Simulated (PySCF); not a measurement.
An unknown gives this computed stick spectrum. Theory: PySCF 2.14.0, density-fitted response routines, TDDFT wB97X-D/def2-SVPD, vertical, gas phase, core orbitals frozen in the response. Geometries: GFN2-xTB, one conformer each.

```csv
state,ν̃ (cm⁻¹),f,"main configurations (H = HOMO, L = LUMO)"
S1,46140,0.0006,"H→L (50%), H→L+3 (35%)"
S2,50080,0.0004,"H-3→L (21%), H-1→L+1 (15%), H-1→L (12%)"
S3,52190,0.0044,"H-1→L+1 (15%), H-2→L (14%), H-3→L+1 (12%)"
S4,52370,0.0021,"H-4→L+1 (21%), H-2→L+1 (18%), H-1→L+1 (16%)"
S5,58640,0.078,"H-1→L (33%), H-4→L (19%)"
S6,59100,0.154,"H-2→L (41%), H-3→L (16%), H→L+2 (9%)"
S7,62590,0.0089,"H-2→L+2 (16%), H-1→L+2 (15%), H→L+1 (14%)"
S8,63150,0.068,"H→L+1 (22%), H-1→L+2 (21%), H-2→L+1 (12%)"
```

Triplets computed (Tamm–Dancoff): 5.19, 5.28, 5.59 eV.

Task: Which candidate is it? All have the formula C3H6N2O2Si.
A. `C#C[Si@@](N)(O)NC=O`
B. `C[SiH2]Oc1ncon1`
C. `C[SiH2]Oc1ncno1`

Result: A. Its S1, at 5.72 eV, is the lowest among the candidates; the nearest of the others has S1 at 6.32 eV. S1 is HOMO→LUMO (50%), HOMO→LUMO+3 (35%). Löwdin shares by element: HOMO oxygen 64%, carbon 12% or more, hydrogen 7% or more (atoms not listed hold the other 17%); LUMO carbon 50%, silicon 13% (atoms not listed hold the other 36%). At the same level the other candidates give, for their lowest levels:
- `C[SiH2]Oc1ncno1`: 6.62 eV (f 0.005); 6.85 eV (f 0.240); 7.45 eV (f 0.000); 7.73 eV (f 0.001); 7.88 eV (f 0.007); T1 4.75 eV; HOMO -9.73, LUMO 1.44 eV
- `C[SiH2]Oc1ncon1`: 6.32 eV (f 0.006); 6.50 eV (f 0.074); 7.38 eV (f 0.001); 7.61 eV (f 0.003); 7.76 eV (f 0.044); T1 4.58 eV; HOMO -9.74, LUMO 1.03 eV

Conformer computed: `[CH:1]#[C:2][Si@@:3]([NH2:4])([OH:5])[NH:6][CH:7]=[O:8]`: C2–Si3–N6–C7 -101°, Si3–N6–C7–O8 -3°, H–N4–Si3–C2 42°, H–N4–Si3–C2 178°, H–O5–Si3–C2 93°.
